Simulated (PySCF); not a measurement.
Species: B2BrH7N2.
Bonds: Br1–B2, B2–N3, N3–B4, B4–N5, B2–N5. Hydrogens: H6 on B2; H7, H8 on N3; H9, H10 on B4; H11, H12 on N5.

Computed by this run: PySCF, PBE0-D3(BJ)/def2-SVP geometry optimisation, gas phase; density fitting, grid level 1; the optimiser is geomeTRIC in internal coordinates, started from a GFN2-xTB structure with every atom displaced at random (about 0.01 Å).

Step 0: E = -74471.9668 eV
```
atom  x, y, z in Å  |  force x, y, z in eV/Å
Br1     2.4240    0.0139   -1.2044    0.122   0.052  -0.111
B2      1.0236   -0.0650    0.2126   -0.269   0.093  -0.663
N3     -0.0129    1.1321    0.1034    0.734   0.629   0.093
B4     -1.1274    0.0441   -0.0015   -0.515  -0.241   0.549
N5     -0.0783   -1.1377   -0.1369   -0.013   0.108   1.082
H6      1.4959   -0.1863    1.2903    0.154  -0.083   0.627
H7     -0.0352    1.7565    0.9087   -0.024  -0.129  -0.052
H8      0.1212    1.7088   -0.7284   -0.034  -0.111   0.042
H9     -1.8153    0.1737   -0.9575   -0.388   0.040  -0.676
H10    -1.7628   -0.0453    1.0286    0.034  -0.023   0.121
H11    -0.0211   -1.5221   -1.0537    0.171  -0.393  -0.980
H12    -0.1721   -1.9010    0.5299    0.028   0.059  -0.032
```

Q: Estimate the geometry and energy of step 1. (The exact step hangs on the optimiser's Hessian estimate; all steps are aligned on step 0, rigid shifts and turns removed.)

A: E = -74472.0263 eV, largest force 0.238 eV/Å
```
atom  x, y, z in Å  |  force x, y, z in eV/Å
Br1     2.4537    0.0197   -1.1905   -0.009  -0.007  -0.010
B2      1.0196   -0.0624    0.2039    0.054   0.009   0.108
N3      0.0100    1.1442    0.0962   -0.135  -0.189   0.015
B4     -1.1589    0.0393    0.0151    0.086   0.103  -0.087
N5     -0.0834   -1.1356   -0.1387   -0.001  -0.082  -0.224
H6      1.4710   -0.1959    1.3218   -0.041   0.007  -0.051
H7     -0.0142    1.7669    0.8976    0.032   0.043   0.020
H8      0.1187    1.6965   -0.7497    0.022   0.081  -0.062
H9     -1.8622    0.1713   -0.9676    0.013   0.000  -0.003
H10    -1.7504   -0.0456    1.0682   -0.029  -0.005   0.091
H11    -0.0049   -1.5202   -1.0831   -0.015   0.072   0.173
H12    -0.1595   -1.9065    0.5179    0.024  -0.032   0.030
```

The energy changes by -0.0594 eV. The first-order estimate −F·Δx gives -0.1356 eV and the mean of the old and new forces, exact on a quadratic surface, -0.0611 eV. The step makes an angle of 58° with the force vector and moves no atom by more than 0.048 Å.

The cost below is that of the whole optimisation. Hardware: one thread of an Arm Neoverse V1, no GPU, on a shared host. Cost: 34 s, 0.51 GiB resident at most.
